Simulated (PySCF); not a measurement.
Job for PySCF: R-MP2/6-31G* on H2S (SMILES S) with ghost functions, monomers drawn apart or pushed together.

```python
from pyscf import gto, scf, dft, mp
from pyscf.data.elements import chemcore

mol = gto.M(
    atom='''
    S    -0.32534366    0.38470698    3.39393851
    H    -0.37339438    0.98548484    2.19470302
    H     1.00042506    0.56864455    3.49889716
    ghost-N    0.40772971   -0.85728750   -0.59430610
    ghost-N    0.18693513    0.07186987   -0.06743402
    ''',
    basis='6-31g*',
    cart=True,
    charge=0, spin=0, verbose=3, max_memory=1800)
mf = scf.RHF(mol)
mf.conv_tol = 1e-8
mf.max_cycle = 100
mf.kernel()
if not mf.converged:
    mf = mf.newton().run(mf.mo_coeff, mf.mo_occ)
pt = mp.MP2(mf, frozen=chemcore(mol)).run()
```

It printed:

```
converged SCF energy = -398.667122066966
E(RMP2) = -398.788826397285  E_corr = -0.121704330319096
E(SCS-RMP2) = -398.791359460106  E_corr = -0.124237393140119
```

The calculation finished and met its thresholds.

Cost: around 0.17 core-seconds (rough).
